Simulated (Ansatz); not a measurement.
Consider the hydrogenolysis of a C–C bond: `OCC(F)(F)C(F)F` + H₂ → `FC(F)C(F)F` + CH₃OH.

Program: Ansatz. Geometries: PBE0-D4/def2-TZVP. ΔE: electronic, gas phase. CCSD(T)/CBS adds triple-zeta CCSD(T) − MP2 to the extrapolated MP2 energy (def2 sets, frozen cores). This one scheme is used for every species. DFT in def2-TZVPP. HSE06 is defined as in plane-wave codes. Each species was taken in one conformer, which may not be the lowest.

Question: Is it downhill or uphill in electronic energy at CCSD(T)/CBS, and by how much? (An estimate is asked.)

Answer: Computed: Downhill: ΔE = -21.9 kJ/mol.

Question: What do these levels give: HSE06-D4, CAM-B3LYP-D4, ωB97M-V, r2SCANh, MP2/def2-SVP, CCSD/CBS(def2)? (An estimate is asked.)

Answer: Computed: HSE06-D4 -25.4, CAM-B3LYP-D4 -24.4, ωB97M-V -19.0, r2SCANh -21.2, MP2/def2-SVP -8.9, CCSD/CBS(def2) -27.3 kJ/mol.

Largest T1 diagnostic among the species: 0.012.

From r2SCAN to r2SCAN0 (25 % exact exchange), in def2-TZVPP and without D4, ΔE moves by −3.9 kJ/mol. In def2-TZVPP, CCSD(T) changes the Hartree–Fock value by +25.3 kJ/mol (the triples alone add +5.4 kJ/mol) and MP2 by +27.0 kJ/mol.
